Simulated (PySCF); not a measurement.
## Shapes and spin states of CrI2

These are results of B3LYP/[Cr def2-SVP, I def2-SVP with ECP28], scalar-relativistic core potentials, density fitting, no spin–orbit coupling, PySCF, not measurements.

Relaxations began from a few typed shapes and spin states; open shells are unrestricted. The search is not exhaustive: other isomers or separated fragments can lie lower, and high-lying points may rest on an excited occupation.

Question: Which is the lowest minimum found?
A. broken-symmetry Ms = 1 (⟨S²⟩ 3.03) C2v: Cr–I 2.535 Å (×2); I–Cr–I 139.6°
B. singlet (closed shell, unstable to spin polarisation) D∞h: Cr–I 2.486 Å (×2); I–Cr–I 180.0°
C. quintet D∞h: Cr–I 2.563 Å (×2); I–Cr–I 180.0°
D. quintet C2v: Cr–I 2.560 Å (×2); I–Cr–I 156.1°
E. broken-symmetry Ms = 1 (⟨S²⟩ 3.05) D∞h: Cr–I 2.544 Å (×2); I–Cr–I 180.0°
F. singlet (closed shell, unstable to spin polarisation) C2v: Cr–I 2.485 Å (×2); I–Cr–I 156.9°

Answer: D. The others lie at 0.2 (quintet D∞h), 127.1 (broken-symmetry Ms = 1 C2v), 128.8 (broken-symmetry Ms = 1 D∞h, a saddle point), 282.7 (singlet C2v), 282.9 (singlet D∞h) kJ/mol above it.

Formally Cr is in oxidation state +2, d4, with 4 unpaired electrons (the high-spin count). The Mulliken spin on Cr is 4.36. The polar-tensor charge on Cr, 1.02, is far below the formal one.

For the lowest minimum: open d and f shells are described by one determinant, and the ground state may have another occupation or spin. Spin–orbit coupling, left out here, can matter for elements this heavy.

The electron or spin density has lower symmetry than the nuclear frame for the quintet D∞h at 0.2 kJ/mol, broken-symmetry Ms = 1 (⟨S²⟩ 3.05) D∞h at 128.8 kJ/mol.
